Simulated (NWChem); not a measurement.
System: C4H4F2O; SMILES FC1=C(F)OCC1

The following NWChem deck was run.

```
start job
memory heap 200 mb stack 900 mb global 1100 mb
geometry units angstroms noautosym nocenter noautoz
  F     -1.115631     1.753985    -0.087690
  C     -0.585749     0.537187    -0.042404
  C      0.712057     0.225059     0.015453
  F      1.761988     0.999629     0.002951
  O      0.979106    -1.086777     0.113757
  C     -0.275184    -1.748702    -0.117567
  C     -1.387193    -0.713165     0.118204
  H     -0.281179    -2.092263    -1.165599
  H     -0.323187    -2.622585     0.544301
  H     -2.199669    -0.815053    -0.618024
  H     -1.840850    -0.780880     1.124659
end
basis spherical
  * library def2-svp
end
dft
  xc pbe0
  iterations 150
end
cosmo
  do_cosmo_smd true
  solvent water
end
task dft energy
```

The geometry was optimised at PBE0/def2-SVP. Solvent: water.

Level: PBE0/def2-SVP with SMD (1 M gas to 1 M solution), gas-phase geometry.

Q: Predict the main results of this run. (PBE0/def2-SVP, SMD on the gas-phase geometry.) Quantities: solvation free energy (kcal/mol); cavity-dispersion-structure term (kcal/mol); dipole in solution (D).

A: 
```
Quantity                                     Result
-------------------------------------------  ------
solvation free energy (kcal/mol)               -0.4
cavity-dispersion-structure term (kcal/mol)     4.3
dipole in solution (D)                         3.51
```
